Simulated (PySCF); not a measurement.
Compound: C₄H₆F₂S₂.
SMILES: `F[C@@H]1C[C@@H](F)SCS1`

Jobs on this species (14 atoms, 80 electrons) with PySCF (density fitting). Hardware of each: one thread, Arm Neoverse N1 (aarch64), no GPU (shared host). Times come from a shared host and carry two figures at best. Peak memory is the resident size of the whole Python process, interpreter and libraries included.

Question: Rank these jobs by wall time, shortest first.
A. X3LYP/6-31G*; shieldings, ring-centre shieldings, charges and field gradients; 132 basis functions
B. PBE0/def2-SVPD, energy threshold 1e-07 Eh, start guess huckel; 25 singlets by TDA, 5 Tamm–Dancoff triplets, polarisability; 228 basis functions
C. PBE0/ANO-RCC-VDZP, grid level 1, level shift 0.1 Eh; 12 singlets by full TDDFT, 2 Tamm–Dancoff triplets, polarisability; 150 basis functions

Answer: A (31 s), C (50 s), B (94 s).

All jobs:

| level and settings | work | basis functions | SCF cycles | wall time | peak memory |
| --- | --- | --- | --- | --- | --- |
| X3LYP/6-31G* | shieldings, ring-centre shieldings, charges and field gradients | 132 | 13 | 31 s | 0.73 GiB |
| PW91/pcSseg-0, start guess huckel | spin–spin couplings from 12 perturbed nuclei, spin–dipole term for 2 of them | 92 | 19 | 31 s | 0.49 GiB |
| PBE0/pcSseg-1 | shieldings, ring-centre shieldings, charges and field gradients | 180 | 13 | 46 s | 0.82 GiB |
| PBE0/ANO-RCC-VDZP, grid level 1, level shift 0.1 Eh | 12 singlets by full TDDFT, 2 Tamm–Dancoff triplets, polarisability | 150 | 11 | 50 s | 0.81 GiB |
| BLYP/pcSseg-1 | shieldings, ring-centre shieldings | 180 | 14 | 53 s | 0.70 GiB |
| mPW1PW91/pcSseg-1, IEF-PCM tetrahydrofuran, grid level 3, energy threshold 1e-08 Eh | shieldings, ring-centre shieldings | 180 | 9 | 54 s | 0.96 GiB |
| WP04/ANO-RCC-VDZP | shieldings, ring-centre shieldings, charges and field gradients | 150 | 14 | 70 s | 0.77 GiB |
| PBE0/def2-SVPD | 6 singlets by full TDDFT, 2 Tamm–Dancoff triplets, polarisability | 228 | 13 | 72 s | 0.91 GiB |
| PBE0/def2-SVPD, energy threshold 1e-07 Eh, start guess huckel | 25 singlets by TDA, 5 Tamm–Dancoff triplets, polarisability | 228 | 13 | 94 s | 0.93 GiB |

Question: What do all jobs in the table cost together?

Answer: About 8.3 min; the longest takes about 19 % of that, and about 3 times as long as the shortest.
